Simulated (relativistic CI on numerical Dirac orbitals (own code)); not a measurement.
**Line list: Electric-dipole lines, Tb58+**

Method of calculation: Dirac-Coulomb-Breit CI, separate exchange-only KLI orbitals for each configuration, model QED (radiative potential, 1s self-energy scaled to tabulated hydrogen-like ionisation energies), unscaled Slater integrals (own radial code, finite nucleus).

Configuration list (outside the closed core 1s2): 2s²2p³, 2s2p⁴, 2p⁵, 2p⁴3s, 2p⁴3p, 2p⁴3d, 2s²2p²3s, 2s²2p²3p, 2s²2p²3d, 2s2p³3s, 2s2p³3p, 2s2p³3d, 2s²2p²4s, 2s²2p²4p, 2s²2p²4d, 2s²2p²4f, 2s2p³4s, 2s²2p3s², 2s2p³4p, 2s2p³4d, 2s2p³4f, 2s²2p3s3p, 2s²2p²5s, 2s²2p3s3d, 2s²2p²5p, 2s²2p3p², 2s²2p²5d, 2s²2p²5f, 2s²2p²5g, 2s²2p3p3d, 2s2p²3s², 2s²2p3d², 2s2p²3s3p, 2s2p²3s3d, 2s2p²3p², 2s2p³5s. Levels of other configurations are missing.

```tsv
λ vac (Å)	Lower	Upper	A (s⁻¹)	E lower (eV)	E upper (eV)
1.5553	2s²2p³ ²D°5/2 [3]	2s²2p²3d ²F7/2 [114]	7.64e+14	782.6	8754.1
1.5574	2s²2p³ ²P°3/2 [1]	2s²2p²3d ²D5/2 [48]	9.03e+14	0.0	7960.9
1.5610	2s2p⁴ ²D5/2 [10]	2s2p³3d ²F°7/2 [237]	8.53e+14	1866.9	9809.4
1.5620	2s2p⁴ ⁴P5/2 [5]	2s2p³3d ⁴F°7/2 [151]	7.45e+14	1044.7	8982.5
1.5620	2s2p⁴ ⁴P5/2 [5]	2s2p³3d ⁴P°3/2 [150]	1.29e+15	1044.7	8982.1
1.5623	2s2p⁴ ⁴P5/2 [5]	2s2p³3d ⁴D°5/2 [149]	1.06e+15	1044.7	8980.9
1.7077	2s²2p³ ⁴S°3/2 [2]	2s²2p²3d ²D5/2 [55]	7.64e+14	760.0	8020.5
1.7091	2s2p⁴ ²D5/2 [10]	2s2p³3d ²F°7/2 [185]	9.58e+14	1866.9	9121.4
1.7110	2s²2p³ ²P°3/2 [8]	2s²2p²3d ²D3/2 [123]	1.24e+15	1586.6	8832.9
1.7112	2s²2p³ ²D°5/2 [3]	2s²2p²3d ²F7/2 [56]	1.36e+15	782.6	8028.1
1.7113	2s²2p³ ⁴S°3/2 [2]	2s²2p²3d ²F5/2 [54]	6.34e+14	760.0	8005.0
1.7119	2s²2p³ ²P°3/2 [8]	2s²2p²3d ²D5/2 [122]	9.30e+14	1586.6	8829.0
1.7154	2s²2p³ ²P°3/2 [1]	2s²2p²3d ²D5/2 [20]	8.28e+14	0.0	7227.7
1.7180	2s2p⁴ ⁴P5/2 [5]	2s2p³3d ⁴D°7/2 [74]	1.17e+15	1044.7	8261.6
1.7187	2s2p⁴ ²D3/2 [12]	2s2p³3d ²D°5/2 [191]	1.47e+15	1928.8	9142.7
1.7223	2s2p⁴ ²P3/2 [7]	2s2p³3d ²D°5/2 [80]	1.20e+15	1135.9	8334.7
1.7249	2p⁵ ²P°1/2 [15]	2p⁴3d ²D3/2 [281]	1.74e+15	3029.6	10217.4
5.1103	2s²2p²3d ²D3/2 [19]	2s²2p²4f ²F°5/2 [221]	1.66e+14	7156.1	9582.3
5.2046	2s²2p²3d ²G9/2 [53]	2s²2p²4f ²H°11/2 [318]	1.71e+14	8004.9	10387.1
5.2388	2s²2p²3d ²D5/2 [20]	2s²2p²4f ²F°7/2 [222]	1.71e+14	7227.7	9594.3
```

Terms are leading LS components. Brackets give the number of a level in order of energy, since labels repeat. The list gives strong lines, with weight on those to low levels, without lines whose two gauges differ by over a factor of 2.5, among the lowest 400 of 1177 levels, so that lines to higher ones, which can be the strongest, are missing. Levels whose partners in the same complex of configurations lie outside the list can be far off, and so can their lines. Rates are taken at the computed energies, electric ones in the length gauge.

At this charge energies of transitions that change n are usually good to better than 1 %, and those within a shell (Δn = 0) to a few per cent.

LS names give the leading component of a level, which can be under half, so a name can repeat, a term be missing and a line seem to break the LS rules.
